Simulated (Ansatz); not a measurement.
SiMe(OAc)3 (C₇H₁₂O₆Si). Charge 0, multiplicity 1. Geometry PBE-D4/def2-SVP.

```
atom   x (Å)   y (Å)   z (Å)
 Si1  -0.211   0.193   0.691
  C2  -1.286   0.644   2.122
  H3  -0.853   0.263   3.069
  H4  -2.289   0.196   1.978
  H5  -1.372   1.745   2.183
  O6   1.405   0.743   0.818
  C7   1.661   2.078   0.933
  C8   3.139   2.368   0.940
  O9   0.774   2.908   1.013
 H10   3.311   3.448   1.087
 H11   3.583   2.039  -0.020
 H12   3.636   1.783   1.739
 O13  -0.716   0.793  -0.825
 C14  -1.803   0.222  -1.415
 C15  -1.945   0.628  -2.854
 O16  -2.529  -0.550  -0.813
 H17  -2.920   0.298  -3.250
 H18  -1.126   0.140  -3.422
 H19  -1.817   1.722  -2.968
 O20  -0.030  -1.496   0.695
 C21   0.260  -2.281  -0.387
 C22   0.180  -3.743  -0.032
 O23   0.522  -1.832  -1.483
 H24   0.544  -4.357  -0.873
 H25  -0.877  -3.999   0.187
 H26   0.760  -3.952   0.888
```

B3LYP takes the VWN-RPA correlation.

Task: Estimate the orbital energies around the gap (eV) in Ansatz with HF/6-31G, PBE-D4/def2-TZVP, r2SCAN-D4/def2-TZVP, B3LYP-D4/6-31G, PBE0-D4/def2-SVP.

Result: 
| orbital | HF/6-31G | PBE-D4/def2-TZVP | r2SCAN-D4/def2-TZVP | B3LYP-D4/6-31G | PBE0-D4/def2-SVP |
| --- | --- | --- | --- | --- | --- |
| HOMO−5 | -13.33 | -7.98 | -8.32 | -9.10 | -9.43 |
| HOMO−4 | -13.16 | -7.77 | -8.10 | -8.94 | -9.20 |
| HOMO−3 | -13.04 | -7.73 | -8.07 | -8.87 | -9.16 |
| HOMO−2 | -12.61 | -6.58 | -6.93 | -7.95 | -8.18 |
| HOMO−1 | -12.46 | -6.44 | -6.78 | -7.80 | -8.04 |
| HOMO | -12.32 | -6.41 | -6.76 | -7.73 | -8.00 |
| LUMO | 3.93 | -1.38 | -1.11 | -0.52 | -0.11 |
| LUMO+1 | 4.01 | -1.36 | -1.09 | -0.46 | -0.10 |
| LUMO+2 | 4.28 | -1.15 | -0.87 | -0.24 | 0.16 |
| LUMO+3 | 5.55 | 0.19 | 0.90 | 1.50 | 1.75 |
| LUMO+4 | 6.03 | 0.63 | 1.37 | 2.01 | 2.11 |
| LUMO+5 | 6.09 | 0.81 | 1.48 | 2.11 | 2.30 |
